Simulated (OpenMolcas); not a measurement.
# Co²⁺: the spin-orbit constant, Racah parameters, worked from levels

| Property | Result |
| --- | --- |
| Program | OpenMolcas |
| Basis | ANO-R1 [5s3p2d1f] |
| Scalar Hamiltonian | X2C, finite nucleus |
| Active space | 7 electrons in 5 orbitals (3d) |
| State averaging | 2S+1 = 4 even, 10 roots; 2S+1 = 2 even, 40 roots |
| Spin-orbit coupling | state interaction with AMFI integrals over the reference wave functions, term energies averaged over their components |

Methods: CASSCF; MS-CASPT2, IPEA 0.25 Eh, imaginary shift 0.1 Eh (closed shells correlated: 3s 3p). Measured levels: Sugar and Corliss, J. Phys. Chem. Ref. Data 10, 1097 (1981).

**The spin-orbit constant.** For the Hund term ⁴F of d7, E(J) = (A/2) J(J+1) + constant and ζ = -2S·A = -3A. From J = 3/2 to J = 9/2 the energy changes by 10.5 A.

```tsv
Source	E(9/2) - E(3/2)	A	ζ
CASSCF	-1891.4	-180.1	540
MS-CASPT2	-1886.9	-179.7	539
measured	-1866.8	-177.8	533
```

All in cm-1. MS-CASPT2 is off by +1.1 % and CASSCF by +1.3 %. Both methods take the spin-orbit matrix elements from the reference wave functions, so the second can move ζ only through the term energies and any multistate remixing. Second-order mixing with other terms is absorbed into this ζ.

**Racah parameters.** Above ⁴F, d7 has ⁴P at 15B, ²G at 4B + 3C and ²H at 9B + 3C. The first two fix B and C, and the third tests them; where it misses by thousands of cm-1, two parameters do not describe the configuration (Trees and configuration-interaction terms are left out) and B and C hang on the terms chosen. Term energies are centres of gravity, weighted by 2J + 1.

```tsv
Source	⁴P	²G	B	C	C/B	²H from B, C	²H found
CASSCF	18613	18726	1241	4588	3.70	24933	25010
MS-CASPT2	15932	16639	1062	4130	3.89	21948	23371
measured	14561	16510	971	4209	4.33	21366	22227
```

Energies in cm-1. From CASSCF to MS-CASPT2, B changes by -14.4 % and C by -10.0 %. Against the measured terms, MS-CASPT2 has B off by +9.4 % and C by -1.9 %.

CASPT2 breaks the degeneracy within a term, and the mean is taken; among the terms shown or strongly mixed into the levels shown the widest spread is 900 cm-1 (3d⁷ ⁴F, MS-CASPT2). Without dynamic correlation excited terms often stand tens of per cent too high (terms of higher spin than the ground term too low), and those without a measured partner can miss by more than the paired ones (holds for CASSCF). Measured partners are found by configuration, term and J. A level has none where our copy of the source lacks it or the pairing is in doubt (some pairs that miss far off the trend of their configuration count as doubtful), and it then counts in no deviation. Levels of configurations outside the active space are missing.
